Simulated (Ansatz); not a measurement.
Relaxation of CH$_{6}$BNO (10 atoms, charge 0, multiplicity 1), to a largest force component of 0.02 eV/Å in at most 40 steps.

Computed with RKS PBE0/def2-SVP (Ansatz).

```xyz
10
Properties=species:S:1:pos:R:3
B 0.000 0.000 0.000
N 0.000 0.000 1.550
H -0.877 -0.271 2.080
H 0.877 0.271 2.080
C 1.386 0.000 -0.800
H 1.715 -1.046 -0.970
H 1.249 0.508 -1.777
H 2.155 0.538 -0.208
O -1.221 0.000 -0.705
H -1.731 -0.847 -0.496
```

Question: Where does it end, and by what steps?

Answer: The forces met the threshold. The force dipped under the threshold on the way, but the program's further checks kept it going. After 13 steps the energy has fallen by 0.891 eV; O9 moved furthest, 0.55 Å.

```csv
step,energy less start (eV),largest force component (eV/Å),accepted
0,0.0000,2.808,yes
1,-0.5807,1.641,yes
2,-0.7202,1.527,yes
3,-0.8511,0.592,yes
4,-0.8326,1.092,no
5,-0.8804,0.165,yes
6,-0.8889,0.029,yes
7,-0.8898,0.013,yes
8,-0.8902,0.044,yes
9,-0.8903,0.035,yes
10,-0.8905,0.012,yes
11,-0.8907,0.015,yes
12,-0.8907,0.022,yes
13,-0.8907,0.014,yes
```

```xyz
10
Properties=species:S:1:pos:R:3
B 0.040 -0.163 0.021
N -0.045 0.032 1.419
H -0.889 -0.073 1.967
H 0.758 0.297 1.970
C 1.401 0.023 -0.757
H 1.675 -0.915 -1.268
H 1.284 0.782 -1.548
H 2.246 0.322 -0.118
O -1.057 -0.524 -0.725
H -1.860 -0.627 -0.208
```

Whether the end is a true minimum wasn't checked by a vibrational analysis.

The run took 21 s on 2 threads of Intel(R) Xeon(R) Platinum 8488C (Sapphire Rapids) (shared host), peak memory 0.18 GiB.
